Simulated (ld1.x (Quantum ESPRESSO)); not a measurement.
How hard is this germanium (Ge) PAW potential?

germanium (Ge), PAW, made with ld1.x (Quantum ESPRESSO) 7.5 (revPBE, scalar-relativistic). Core [Ne] 3s2, reference 3p6 3d10 4s2 4p2. Waves: 4s (bound): rcut 1.25, rcutus 1.70 bohr; 4s channel at 0.75 Ry: rcut 1.25, rcutus 1.70 bohr; 3p (bound): rcut 1.00, rcutus 1.30 bohr; 4p (bound): rcut 1.00, rcutus 1.30 bohr; 3d (bound): rcut 0.70, rcutus 0.95 bohr; 3d channel at -1.1 Ry: rcut 0.70, rcutus 0.95 bohr. Local part: all-electron potential smoothed inside 1.65 bohr (lloc = -1). Core correction: a·sin(br)/r model core inside 0.90 bohr. Augmentation charge: PSQ, inside the norm-conserving radii.

The pseudo-atom Hamiltonian at the reference potential is diagonalised in spherical Bessel functions j_l(qr) that vanish at 20 bohr, with q² up to the cutoff. All-electron valence levels (Ry): 4s -0.8575, 3p -8.4980, 4p -0.2830, 3d -2.1506.

Question: How do the lowest levels (Ry) of each channel move with the cutoff, and are there ghosts?

Answer:

```csv
cutoff (Ry),s #1,p #1,p #2,p #3,d #1,d #2,f #1,Σ f·Δε (mRy)
8,-0.8497,-5.6106,-0.0714,0.0480,0.0473,0.1267,0.1043,39744.4
15,-0.8575,-7.7670,-0.1269,0.0349,0.0461,0.1212,0.1043,26666.9
25,-0.8577,-8.3624,-0.1564,0.0304,0.0396,0.0986,0.1043,22970.6
35,-0.8578,-8.4750,-0.1719,0.0284,-0.2019,0.0538,0.1043,19849.4
50,-0.8578,-8.4964,-0.1992,0.0253,-1.2391,0.0500,0.1043,9293.5
70,-0.8578,-8.4973,-0.2663,0.0193,-1.9276,0.0494,0.1043,2269.2
100,-0.8578,-8.4979,-0.2814,0.0181,-2.1380,0.0492,0.1043,131.5
140,-0.8578,-8.4980,-0.2830,0.0180,-2.1488,0.0492,0.1043,19.6
180,-0.8578,-8.4980,-0.2831,0.0180,-2.1502,0.0492,0.1043,4.9
260,-0.8578,-8.4980,-0.2832,0.0180,-2.1506,0.0492,0.1043,1.2
400,-0.8578,-8.4980,-0.2832,0.0180,-2.1507,0.0492,0.1043,0.0
```

Result: no extra level below or beside the all-electron valence levels (s, p, d, f tested); 10 mRy is reached at 180 Ry and 1 mRy at 300 Ry.

Test run stopped at test 4 of 7 (negative rho), 2 before it not solved.
